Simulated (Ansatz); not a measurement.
Consider the ligand exchange at the Al–C bond: `C[O][Al]([CH3])[OH]` + HCl → `C[O][Al]([OH])[Cl]` + CH₄.

Program: Ansatz. Geometries: PBE0-D4/def2-TZVP. ΔE: electronic, gas phase. CCSD(T)/CBS is the MP2 limit (def2-TZVPP, def2-QZVPP) plus CCSD(T) − MP2 in def2-TZVPP, frozen cores. This one scheme is used for every species. Functionals use def2-TZVPP. One conformer a species, not always the lowest.

```tsv
level	ΔE (kcal/mol)
BLYP-D4	-38.1
r2SCAN-D4	-39.9
B97M-V	-39.9
PBE0-D4	-38.4
ωB97M-V	-38.5
PBE-QIDH	-39.7
revPBE	-37.5
HF/def2-SVP	-43.4
```

Task: What does CCSD(T)/CBS give? (Best estimate.)

Result: The calculation gave: -39.0 kcal/mol. The listed levels differ from it by 0.9, -0.9, -0.9, 0.6, 0.5, -0.7, 1.5, -4.4 kcal/mol.

Largest T1 diagnostic among the species: 0.012.

From BLYP to BHLYP (50 % exact exchange), in def2-TZVPP and without D4, ΔE moves by −2.6 kcal/mol. Leaving LDA and LC-ωPBE aside and taking each functional with its dispersion term where it has one, the values, not all of them listed here, spread over 3.8 kcal/mol, from BHLYP-D4 to PBE-D4. LDA lies +1.4 kcal/mol from PBE without D4. In def2-TZVPP, CCSD(T) changes the Hartree–Fock value by +4.8 kcal/mol (the triples alone add +0.4 kcal/mol) and MP2 by +3.5 kcal/mol.
